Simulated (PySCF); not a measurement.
## How methods differ on the excitation energy of Nb²⁺

Nb²⁺ [Kr] 4d3 (4F) → Nb²⁺ [Kr] 4d2 5s1 (4F), as a difference of total energies. Calculation: PySCF 2.14, in aug-cc-pwCVDZ-PP with ECP28MDF (6s6p5d3f, 70 functions); scalar relativity through the core potential. Correlated levels: valence and next inner shell: nothing frozen outside the core potential. The calculations carry no spin-orbit coupling.

| method | excitation energy (eV) |
| --- | --- |
| UHF | 3.110 |
| MP2 (valence and next inner shell) | 2.936 |
| SCS-MP2 (valence and next inner shell) | 2.959 |
| CCSD (valence and next inner shell) | 2.940 |
| CCSD(T) (valence and next inner shell) | 2.920 |

**Question.** How much does correlation contribute at CCSD(T) (valence and next inner shell)?

**Answer.** 2.920 − (3.110) = -0.190 eV, measured against UHF.
